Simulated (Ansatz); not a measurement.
```tsv
atom	x (Å)	y (Å)	z (Å)
Al	0.0000	0.0000	-0.1286
H	0.0000	0.0000	1.6724
```

Basis set: 6-31G* (spherical functions). Left uncorrelated: 5 orbitals. Charge 0, multiplicity 1.

Computed with Ansatz (development build ahead of 0.2.0); each method stands on the lowest determinant of its kind that the runs found. Restricted open shells among the atoms or ions are ROHF, correlated in semicanonical orbitals with singles.

(1) Give the atomization energy at this shape (free ground-state atoms in the same class of orbitals less the molecule, no zero-point energy) of singlet AlH by RHF-MP2, RHF.

Answers

(1)

```tsv
method	atomization energy
RHF-MP2	57.81 kcal/mol
RHF	50.90 kcal/mol
```
